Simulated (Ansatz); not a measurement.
`[F][GeH2][SH]` + HBr → `[F][GeH2][Br]` + H₂S  (ligand exchange at a Ge–S bond)

Isolated molecules relaxed with PBE0-D4/def2-TZVP in Ansatz; ΔE leaves out vibrations. CCSD(T)/CBS is the MP2 limit (def2-TZVPP, def2-QZVPP) plus CCSD(T) − MP2 in def2-TZVPP, frozen cores. This one scheme is used for every species. Functionals use def2-TZVPP. B3LYP here is the variant with VWN-RPA as its local correlation; programs differ in this. For Br, Ge outer-core shells are correlated without core-valence functions, which leaves a few kJ/mol of doubt a bond. Scalar relativity is left out up to krypton. One conformer a species, not always the lowest.

```csv
level,ΔE (kcal/mol),difference from CCSD(T)/CBS
B97M-V,-7.1,0.1
PBE0-D4,-7.2,0.0
B3LYP-D4,-7.5,-0.3
r2SCANh-D4,-7.4,-0.2
CAM-B3LYP-D4,-7.6,-0.4
ωB97X-V,-7.7,-0.5
PBE-QIDH,-7.6,-0.4
BLYP,-7.4,-0.2
CAM-B3LYP,-7.7,-0.5
HF/def2-SVP,-8.9,-1.7
MP2/def2-SVP,-7.3,-0.1
MP2/def2-TZVPP,-7.3,-0.1
CCSD/def2-TZVPP,-7.6,-0.4
SCS-MP2/def2-QZVPP,-7.7,-0.5
HF/CBS(def2),-10.0,-2.8
MP2/CBS(def2),-7.4,-0.2
CCSD(T)/CBS,-7.2,0
```

Q: What do rigid-rotor, harmonic-oscillator terms from PBE0-D4/def2-TZVP frequencies (298.15 K, 1 bar) make of the CCSD(T)/CBS value? (Estimate.)

A: The calculation gave: ΔZPE = +0.4 kcal/mol, ΔH = -6.9 kcal/mol, ΔS = 7 J/(mol·K), ΔG = -7.4 kcal/mol.

Largest T1 diagnostic among the species: 0.012.

In def2-TZVPP, CCSD(T) changes the Hartree–Fock value by +2.8 kcal/mol (the triples alone add +0.4 kcal/mol) and MP2 by +2.6 kcal/mol. From BLYP to BHLYP (50 % exact exchange), in def2-TZVPP and without D4, ΔE moves by −1.1 kcal/mol. Leaving LDA and LC-ωPBE aside and taking each functional with its dispersion term where it has one, the values, not all of them listed here, spread over 2.0 kcal/mol, from BHLYP-D4 to revPBE-D4. LDA lies +0.8 kcal/mol from PBE without D4.
